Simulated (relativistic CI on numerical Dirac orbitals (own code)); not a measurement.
Method of calculation: Dirac-Coulomb-Breit CI, separate exchange-only KLI orbitals for each configuration, QED by a radiative potential, unscaled Slater integrals (own radial code, finite nucleus).

Configurations in the expansion (outside the closed core [Ar]): 3d10 4s2, 3d10 4s 4p, 3d10 4p2, 3d10 4s 4d, 3d10 4s 4f, 3d10 4d2, 3d10 4p 4d, 3d10 4f2, 3d10 4p 4f, 3d10 4d 4f, 3d10 4s 5s, 3d10 4s 5p, 3d10 4s 5d, 3d10 4s 5f, 3d10 4s 5g, 3d10 4s 6s, 3d10 4s 6p, 3d10 4s 6d, 3d10 4s 6f, 3d9 4s2 4p, 3d10 4s 7s, 3d9 4s2 4d, 3d9 4s2 4f, 3d9 4s2 5s, 3d9 4s2 5p, 3d9 4s2 5d. Double excitations out of closed p, d and f shells are left out; levels of such configurations are missing from the list, as are those of other unlisted configurations, and high levels can miss mixing partners. These lack a partner that the ground configuration has and come out too high: 3d9 4s2 4p, 3d9 4s2 4d, 3d9 4s2 4f, 3d9 4s2 5s, 3d9 4s2 5p.

At this charge energies of transitions that change n are usually good to better than 1 %, and those within a shell (Δn = 0) to a few per cent.

Outline of the computed level scheme of Au L. Lowest level of each configuration: 3d10 4s2 1S_0 at 0.000 eV; 3d10 4s 4p 3P°_0 at 97.433 eV; 3d10 4p2 3P_0 at 223.453 eV; 3d10 4s 4d 3D_1 at 415.745 eV; 3d10 4p 4d 3F°_2 at 518.350 eV; 3d10 4s 4f 3F°_3 at 629.249 eV; 3d10 4p 4f 3G_3 at 738.607 eV; 3d10 4d2 3F_2 at 839.437 eV.

Some strong electric-dipole decays among the lowest 45 levels: 3d10 4d2 3P_0 → 3d10 4p 4d 3D°_1 (2.6e+12 s⁻¹); 3d10 4p 4d 3D°_1 → 3d10 4p2 3P_0 (1.8e+12 s⁻¹); 3d10 4s 4d 3D_2 → 3d10 4s 4p 3P°_1 (1.6e+12 s⁻¹); 3d10 4p2 1S_0 → 3d10 4s 4p 1P°_1 (1.5e+12 s⁻¹); 3d10 4d2 3F_2 → 3d10 4p 4d 3D°_1 (1.4e+12 s⁻¹); 3d10 4d2 3P_1 → 3d10 4p 4d 3P°_2 (1.3e+12 s⁻¹); 3d10 4d2 3F_2 → 3d10 4p 4d 3F°_2 (1.3e+12 s⁻¹); 3d10 4p 4d 3F°_3 → 3d10 4s 4d 3D_2 (1.2e+12 s⁻¹).

LS names give the leading component of a level, which can be under half, so a name can repeat, a term be missing and a line seem to break the LS rules.
